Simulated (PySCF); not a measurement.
## Ionisation energy of C+ by level of theory

C+ [He] 2s2 2p1 (2P) → C(2+) [He] 2s2 (1S), as a difference of total energies. Computed with PySCF 2.14 in def2-TZVP, with no relativity, point nucleus. Correlated levels: valence: 1s2 frozen. The calculations carry no spin-orbit coupling.

| method | ionisation energy (eV) |
| --- | --- |
| UHF | 24.170 |
| BP86 | 24.913 |
| LDA | 24.766 |
| MP2 (valence) | 24.372 |
| SCS-MP2 (valence) | 24.335 |
| CCSD (valence) | 24.203 |
| CCSD(T) (valence) | 24.234 |

Q: How much does correlation contribute at CCSD(T) (valence)?

A: 24.234 − (24.170) = 0.064 eV, measured against UHF.

Errors of the correlated levels include the incompleteness of this basis and the frozen core.

The coupled-cluster amplitudes are large for C(2+) (T1 above 0.03 or a double amplitude above 0.15), so a single reference is strained.

For comparison: 24.378 eV (measured; NIST levels, between the centres of gravity of the two terms).
